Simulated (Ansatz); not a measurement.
Program: Ansatz. Geometries: PBE0-D4/def2-TZVP. ΔE: electronic, gas phase. CCSD(T)/CBS is the MP2 limit (def2-TZVPP, def2-QZVPP) plus CCSD(T) − MP2 in def2-TZVPP, frozen cores. DFT in def2-TZVPP. B3LYP here is the variant with VWN-RPA as its local correlation; programs differ in this. HSE06 is defined as in plane-wave codes. Each species was taken in one conformer, which may not be the lowest.

Reaction (ligand exchange at the Si–N bond): `[SiH3]NBS` + `O[SiH3]` → `[SiH3]O[SiH3]` + `NBS`

| level | ΔE (kJ/mol) | difference from CCSD(T)/CBS |
| --- | --- | --- |
| LDA (SPW92) | -54.7 | 5.7 |
| PBE-D4 | -55.1 | 5.3 |
| revPBE-D4 | -53.4 | 7.0 |
| BLYP-D4 | -61.7 | -1.3 |
| r2SCAN-D4 | -61.8 | -1.4 |
| B97M-V | -62.9 | -2.5 |
| PBE0-D4 | -58.2 | 2.2 |
| B3LYP-D4 | -64.4 | -4.0 |
| r2SCANh-D4 | -62.3 | -1.9 |
| r2SCAN0-D4 | -62.9 | -2.5 |
| HSE06-D4 | -58.0 | 2.4 |
| BHLYP-D4 | -69.1 | -8.7 |
| CAM-B3LYP-D4 | -66.5 | -6.1 |
| ωB97X-V | -62.2 | -1.8 |
| ωB97M-V | -61.3 | -0.9 |
| B2PLYP | -64.0 | -3.6 |
| PBE | -55.8 | 4.6 |
| revPBE | -56.3 | 4.1 |
| BLYP | -63.5 | -3.1 |
| r2SCAN | -62.0 | -1.6 |
| B3LYP | -65.6 | -5.2 |
| r2SCANh | -62.5 | -2.1 |
| HSE06 | -58.6 | 1.8 |
| BHLYP | -69.4 | -9.0 |
| CAM-B3LYP | -67.2 | -6.8 |
| LC-ωPBE | -61.7 | -1.3 |
| HF/def2-SVP | -71.8 | -11.4 |
| MP2/def2-SVP | -59.4 | 1.0 |
| CCSD/def2-SVP | -61.2 | -0.8 |
| CCSD(T)/def2-SVP | -59.2 | 1.2 |
| HF/def2-TZVPP | -74.8 | -14.4 |
| MP2/def2-TZVPP | -59.7 | 0.7 |
| SCS-MP2/def2-TZVPP | -62.6 | -2.2 |
| CCSD/def2-TZVPP | -62.3 | -1.9 |
| HF/def2-QZVPP | -76.4 | -16.0 |
| MP2/def2-QZVPP | -60.6 | -0.2 |
| SCS-MP2/def2-QZVPP | -63.5 | -3.1 |
| HF/CBS(def2) | -76.6 | -16.2 |
| MP2/CBS(def2) | -60.3 | 0.1 |
| CCSD/CBS(def2) | -63.0 | -2.6 |
| CCSD(T)/CBS | -60.4 | 0 |

What do rigid-rotor, harmonic-oscillator terms from PBE0-D4/def2-TZVP frequencies (298.15 K, 1 bar) make of the CCSD(T)/CBS value? (Best estimate.)

The calculation gave: ΔZPE = +2.8 kJ/mol, ΔH = -57.5 kJ/mol, ΔS = 15 J/(mol·K), ΔG = -61.9 kJ/mol. Modes under 50 cm⁻¹ make the entropy rough.

Largest T1 diagnostic among the species: 0.012.

Leaving LDA and LC-ωPBE aside and taking each functional with its dispersion term where it has one, the values spread over 15.7 kJ/mol, from BHLYP-D4 to revPBE-D4. From PBE to PBE0 (25 % exact exchange), in def2-TZVPP and without D4, ΔE moves by −3.1 kJ/mol. In def2-TZVPP, CCSD(T) changes the Hartree–Fock value by +15.0 kJ/mol (the triples alone add +2.5 kJ/mol) and MP2 by +15.2 kJ/mol.
